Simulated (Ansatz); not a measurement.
Two structures of BSiH6ClO2, singlet, reached by relaxing down either side of one saddle point (PBE0-D4/def2-TZVP). Energies are electronic, without zero-point energy. Computed with Ansatz 0.2.0 (basis: def2-TZVPP and def2-QZVPP); correlated methods freeze the cores. Extrapolation: Hartree–Fock as exp(−7.88 √X), correlation as X^−2.97. First:

```xyz
11
angstrom
B -1.0764 1.6487 0.0062
Cl -1.9636 3.0902 -0.5130
O -1.1137 0.5092 -0.7343
O -0.3660 1.7123 1.1482
H 1.7855 -0.6538 -0.8587
Si 1.2146 -1.6845 0.0406
H -1.6490 0.5835 -1.5272
H 0.0780 0.8790 1.3439
H 2.2784 -2.6411 0.4394
H 0.7038 -1.0321 1.2791
H 0.1083 -2.4112 -0.6242
```

Second:

B1  (-0.738, 0.172, 0.421)
Cl2  (2.241, 1.966, -1.555)
O3  (-1.895, 0.023, 1.121)
O4  (-0.392, 1.451, 0.079)
H5  (1.138, 1.857, -0.882)
Si6  (0.475, -1.369, -0.130)
H7  (-2.105, -0.886, 1.343)
H8  (-1.028, 2.109, 0.384)
H9  (1.831, -1.223, 0.459)
H10  (-0.120, -2.644, 0.369)
H11  (0.593, -1.456, -1.609)
(Å)

(1) Which bonds change from the first to the second?

(2) Give the saddle point's structure and its height above each. (Judge from chemistry; the value comes from the calculation.)

The T1 diagnostic stays at or below 0.014.

## Answers

(1) BH₂ClO₂ ([OH][B]([OH])[Cl]) + SiH₄ → BSiH₅O₂ ([OH][B]([OH])[SiH3]) + HCl; bonds formed: B1–Si6, Cl2–H5; bonds broken: B1–Cl2, H5–Si6.

(2) The calculation gives: 2.456 eV above the first and 1.498 eV above the second (CCSD(T) at an estimated basis limit (MP2 extrapolated from triple and quadruple zeta, plus CCSD(T) − MP2 in triple zeta)).
| atom | x (Å) | y (Å) | z (Å) |
| --- | --- | --- | --- |
| B1 | -0.4285 | 0.5678 | 0.2507 |
| Cl2 | 0.3557 | 1.7510 | -1.6764 |
| O3 | -1.7525 | 0.3962 | -0.0141 |
| O4 | 0.0421 | 1.1302 | 1.3876 |
| H5 | 0.5205 | 0.3727 | -0.7695 |
| Si6 | 0.8278 | -1.2473 | -0.0434 |
| H7 | -1.9561 | 0.2893 | -0.9464 |
| H8 | -0.6160 | 1.6781 | 1.8275 |
| H9 | 2.2779 | -1.0476 | 0.1681 |
| H10 | 0.1853 | -1.9116 | 1.1162 |
| H11 | 0.5436 | -1.9785 | -1.3003 |

Labels in which every atom is bracketed show which atoms are joined, not bond orders.

For scale, one of the runs: CCSD(T)/def2-TZVPP, 261 basis functions, launched by `ansatz run in.yaml --threads 8 --pin off --events-out ev --progress --plain --max-ram 19148MiB`. Time: 71 s of wall clock on 8 CPU threads of an Intel Xeon Platinum 8175M; the host was shared. Peak host memory: 6.2 GiB.
